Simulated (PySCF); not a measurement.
## Spinor energies of Rb³⁶⁺ (rubidium, charge +36)

Start: 1s1; 1s1/2 filled at m_j = +1/2. Calculated with PySCF 2.14 in an even-tempered Gaussian basis (15 s from 63 bohr⁻², ratio 2.4; 10 p from 81 bohr⁻², ratio 2.4; 3 d from 250 bohr⁻², ratio 2.6; 3 f from 370 bohr⁻², ratio 2.6): generalised Hartree-Fock with the X2C-1e Hamiltonian and a Gaussian nucleus; one run each with spin-orbit coupling (SO) switched off, then screened by Boettger's factors.

```tsv
spinor shell	electrons	ε, spin-free (eV)	ε, screened SO (eV)	weight of nominal j (screened SO)	rms radius, screened SO (bohr)
1s1/2	1	-18978.3	-18978.3	1.000	0.0454
```

```
   quantity   spin-free  screened SO
E (hartree)  -697.43802   -697.43802
        M_J         1/2          1/2
       ⟨J²⟩       0.750        0.750
       ⟨L²⟩       0.000        0.000
       ⟨S²⟩       0.750        0.750
```

Breit and QED terms are absent; they matter most for the inner s and p1/2 levels.

Densities and radii are taken from the X2C orbitals without a picture-change correction, which distorts them close to the nucleus.

Without spin-orbit coupling the j labels of p, d and f shells carry no meaning; the spin-free column gives the mean over the occupied spinors of each nl shell.
